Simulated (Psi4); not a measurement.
Psi4 input (wB97X-D/6-311+G**):

```
memory 1500 MB

molecule {
-1 1
C    -1.65374600    0.18441700   -0.09127600
N    -0.42156000   -0.50518300   -0.39285100
Si    1.11720000    0.11703400    0.39379600
H    -1.76278200    1.18704300   -0.55378400
H    -1.71206000    0.34233600    0.99163100
H    -2.54168700   -0.39783600   -0.38883900
H    -0.34324000   -0.65293700   -1.39195600
H     2.05652800   -0.92282200   -0.25345900
H     1.53583900    1.23551300   -0.61912500
symmetry c1
no_reorient
no_com
}

set {
  basis 6-311+G**
  reference rks
  scf_type pk
  dft_radial_points 99
  dft_spherical_points 590
  e_convergence 1e-8
  d_convergence 1e-7
  maxiter 150
}

e = energy('wb97x-d')
print_out(f'\nFINAL {e:.10f} DIPOLE {variable("CURRENT DIPOLE")[0]:.6f} {variable("CURRENT DIPOLE")[1]:.6f} {variable("CURRENT DIPOLE")[2]:.6f}\n')
```

Output:

```
   => Loading Basis Set <=

    Name: 6-311+G**
    Role: ORBITAL
    Keyword: BASIS
    atoms 1   entry C          line   129 file 6-311pgss.gbs
    atoms 2   entry N          line   150 file 6-311pgss.gbs
    atoms 3   entry SI         line   351 file 6-311pgss.gbs
    atoms 4-9 entry H          line    42 file 6-311pgss.gbs

   => WB97X-D: Empirical Dispersion <=

    Chai and Head-Gordon Dispersion Correction
    Chai, J.-D.; Head-Gordon, M. (2010), J. Chem. Phys., 132: 6615-6620

        s6 =       1.000000

         ---------------------------------------------------------
                                   SCF
               by Justin Turney, Rob Parrish, Andy Simmonett
                          and Daniel G. A. Smith
                              RKS Reference
         ---------------------------------------------------------

  ==> Geometry <==

    Molecular point group: c1
    Full point group: C1

    Geometry (in Angstrom), charge = -1, multiplicity = 1:

       Center              X                  Y                   Z               Mass
    ------------   -----------------  -----------------  -----------------  -----------------
         C           -1.653746000000     0.184417000000    -0.091276000000    12.000000000000
         N           -0.421560000000    -0.505183000000    -0.392851000000    14.003074004430
         SI           1.117200000000     0.117034000000     0.393796000000    27.976926534650
         H           -1.762782000000     1.187043000000    -0.553784000000     1.007825032230
         H           -1.712060000000     0.342336000000     0.991631000000     1.007825032230
         H           -2.541687000000    -0.397836000000    -0.388839000000     1.007825032230
         H           -0.343240000000    -0.652937000000    -1.391956000000     1.007825032230
         H            2.056528000000    -0.922822000000    -0.253459000000     1.007825032230
         H            1.535839000000     1.235513000000    -0.619125000000     1.007825032230

  Running in c1 symmetry.

  Rotational constants: A =      1.03547  B =      0.17379  C =      0.16121 [cm^-1]
  Rotational constants: A =  31042.54826  B =   5210.05785  C =   4832.87668 [MHz]
  Nuclear repulsion =  105.476317634925763

  Charge       = -1
  Multiplicity = 1
  Electrons    = 34
  Nalpha       = 17
  Nbeta        = 17

  ==> Algorithm <==

  SCF Algorithm Type is PK.
  DIIS enabled.
  MOM disabled.
  Fractional occupation disabled.
  Guess Type is SAD.
  Energy threshold   = 1.00e-08
  Density threshold  = 1.00e-07
  Integral threshold = 1.00e-12

  ==> Primary Basis <==

  Basis Set: 6-311+G**
    Blend: 6-311+G**
    Number of shells: 58
    Number of basis functions: 110
    Number of Cartesian functions: 113
    Spherical Harmonics?: true
    Max angular momentum: 2

  ==> DFT Potential <==

   => LibXC <=

    Version 7.1.2
    S. Lehtola, C. Steigemann, M. J. T. Oliveira, and M. A. L. Marques,  SoftwareX 7, 1–5 (2018) (10.1016/j.softx.2017.11.002)

   => Composite Functional: WB97X-D <=

    wB97X-D Hyb-GGA Exchange-Correlation Functional

    J.-D. Chai and M. Head-Gordon,  Phys. Chem. Chem. Phys. 10, 6615–6620 (2008) (10.1039/B810189B)

    Deriv               =              1
    GGA                 =           TRUE
    Meta                =          FALSE

    Exchange Hybrid     =           TRUE
    MP2 Hybrid          =          FALSE

   => Exchange-Correlation Functionals <=

    1.0000   wB97X-D range-separated functional

   => Exact (HF) Exchange <=

    0.7780            HF,LR [omega = 0.2000]
    0.2220               HF

   => LibXC Density Thresholds  <==

    XC_HYB_GGA_XC_WB97X_D:  1.00E-14

   => Molecular Quadrature <=

    Radial Scheme          =       TREUTLER
    Pruning Scheme         =           NONE
    Nuclear Scheme         =       TREUTLER

    Blocking Scheme        =         OCTREE
    BS radius alpha        =              1
    Pruning alpha          =              1
    Radial Points          =             99
    Spherical Points       =            590
    Total Points           =         502153
    Total Blocks           =           3573
    Max Points             =            256
    Max Functions          =            110
    Weights Tolerance      =       1.00E-15

  ==> Integral Setup <==

  Using in-core PK algorithm.
   Calculation information:
      Number of atoms:                   9
      Number of AO shells:              58
      Number of primitives:             99
      Number of atomic orbitals:       113
      Number of basis functions:       110

      Integral cutoff                 1.00e-12
      Number of threads:                 1

  Performing in-core PK
  Using 55915695 doubles for integral storage.
  We computed 1336001 shell quartets total.
  Whereas there are 1464616 unique shell quartets.

  Computing range-separated integrals for PK
  We computed 1336001 wK shell quartets total.
  Whereas there are 1464616 wK unique shell quartets.

  ==> DiskJK: Disk-Based J/K Matrices <==

    J tasked:                  Yes
    K tasked:                  Yes
    wK tasked:                 Yes
    Omega:               2.000E-01
    Schwarz Cutoff:          1E-12


  Cached 7.7% of DFT collocation blocks in 0.098 [GiB].

  Minimum eigenvalue in the overlap matrix is 9.5434682399E-04.
  Reciprocal condition number of the overlap matrix is 1.1031851965E-04.
    Using symmetric orthogonalization.

  ==> Pre-Iterations <==

  SCF Guess: Superposition of Atomic Densities via on-the-fly atomic UHF (no occupation information).

   -------------------------
    Irrep   Nso     Nmo
   -------------------------
     A        110     110
   -------------------------
    Total     110     110
   -------------------------

  ==> Iterations <==

                        Total Energy        Delta E     RMS |[F,P]|

   @RKS iter SAD:  -385.18346132315099   -3.85183e+02   0.00000e+00
   @RKS iter   1:  -385.61452994269058   -4.31069e-01   7.61148e-03 ADIIS/DIIS
   @RKS iter   2:  -385.53597281125923    7.85571e-02   8.53066e-03 ADIIS/DIIS
   @RKS iter   3:  -385.94794181834033   -4.11969e-01   1.07575e-03 ADIIS/DIIS
   @RKS iter   4:  -385.95323056915652   -5.28875e-03   3.12842e-04 ADIIS/DIIS
   @RKS iter   5:  -385.95383986509978   -6.09296e-04   8.01855e-05 DIIS
   @RKS iter   6:  -385.95390277506635   -6.29100e-05   2.75898e-05 DIIS
   @RKS iter   7:  -385.95391391969252   -1.11446e-05   6.43903e-06 DIIS
   @RKS iter   8:  -385.95391607988466   -2.16019e-06   2.40900e-06 DIIS
   @RKS iter   9:  -385.95391639998280   -3.20098e-07   6.79510e-07 DIIS
   @RKS iter  10:  -385.95391642538516   -2.54024e-08   2.10502e-07 DIIS
   @RKS iter  11:  -385.95391642757954   -2.19438e-09   5.66516e-08 DIIS
  Energy and wave function converged.

  ==> Post-Iterations <==

   Electrons on quadrature grid:
      Ntotal   =   34.0000017555 ; deviation = 1.755e-06

    Orbital Energies [Eh]
    ---------------------

    Doubly Occupied:

       1A    -66.016349     2A    -14.217063     3A    -10.142764
       4A     -5.147413     5A     -3.492963     6A     -3.491841
       7A     -3.488660     8A     -0.784061     9A     -0.583162
      10A     -0.407226    11A     -0.373165    12A     -0.340584
      13A     -0.303696    14A     -0.234020    15A     -0.188133
      16A     -0.119993    17A     -0.059519

    Virtual:

      18A      0.182364    19A      0.200957    20A      0.203726
      21A      0.212316    22A      0.223583    23A      0.234479
      24A      0.239516    25A      0.277233    26A      0.297354
      27A      0.328162    28A      0.334429    29A      0.369457
      30A      0.375298    31A      0.381514    32A      0.402732
      33A      0.431611    34A      0.433244    35A      0.438939
      36A      0.461349    37A      0.494246    38A      0.521067
      39A      0.535019    40A      0.585662    41A      0.620632
      42A      0.642318    43A      0.661344    44A      0.704108
      45A      0.777697    46A      0.802189    47A      0.821728
      48A      0.827555    49A      0.866790    50A      0.903561
      51A      0.916474    52A      0.930744    53A      0.973928
      54A      1.076969    55A      1.088686    56A      1.117963
      57A      1.142984    58A      1.181760    59A      1.203691
      60A      1.336416    61A      1.440542    62A      1.469593
      63A      1.525092    64A      1.539071    65A      1.589931
      66A      1.694580    67A      1.700831    68A      1.730040
      69A      1.762494    70A      1.769080    71A      1.800482
      72A      1.848710    73A      1.878926    74A      1.897966
      75A      1.934275    76A      1.994818    77A      2.036157
      78A      2.187487    79A      2.237132    80A      2.294285
      81A      2.335304    82A      2.341930    83A      2.403338
      84A      2.588900    85A      2.622648    86A      2.662043
      87A      2.720696    88A      2.773380    89A      2.802755
      90A      2.828146    91A      2.884391    92A      2.949509
      93A      2.984379    94A      2.988956    95A      3.028983
      96A      3.138110    97A      3.346817    98A      3.795054
      99A      3.989172   100A      4.049206   101A      4.227966
     102A      4.607643   103A      5.090502   104A      5.992356
     105A     11.719951   106A     11.732089   107A     11.767374
     108A     24.202755   109A     35.853423   110A    141.502157

    Final Occupation by Irrep:
              A
    DOCC [    17 ]
    NA   [    17 ]
    NB   [    17 ]

  @RKS Final Energy:  -385.95391642757954

   => Energetics <=

    Nuclear Repulsion Energy =            105.4763176349257634
    One-Electron Energy =                -746.9379132432469532
    Two-Electron Energy =                 280.6538757530340717
    DFT Exchange-Correlation Energy =     -25.1436320924444310
    Empirical Dispersion Energy =          -0.0025644798479736
    VV10 Nonlocal Energy =                  0.0000000000000000
    Total Energy =                       -385.9539164275795429

Computation Completed

Properties will be evaluated at   0.000000,   0.000000,   0.000000 [a0]

Properties computed using the SCF density matrix

 Multipole Moments:

 ------------------------------------------------------------------------------------
     Multipole            Electronic (a.u.)      Nuclear  (a.u.)        Total (a.u.)
 ------------------------------------------------------------------------------------

 L = 1.  Multiply by 2.5417464519 to convert [e a0] to [Debye]
 Dipole X            :         -1.8521711            0.0000038           -1.8521674
 Dipole Y            :         -0.0746534           -0.0000113           -0.0746647
 Dipole Z            :         -1.0164920           -0.0000019           -1.0164939
 Magnitude           :                                                    2.1140858

 ------------------------------------------------------------------------------------

FINAL -385.9539164276 DIPOLE -1.852167 -0.074665 -1.016494

*** Psi4 exiting successfully. Buy a developer a beer!
```

The dipole moment of an ion depends on the origin.

The geometry given is a B3LYP-D3(BJ)/def2-TZVP minimum.
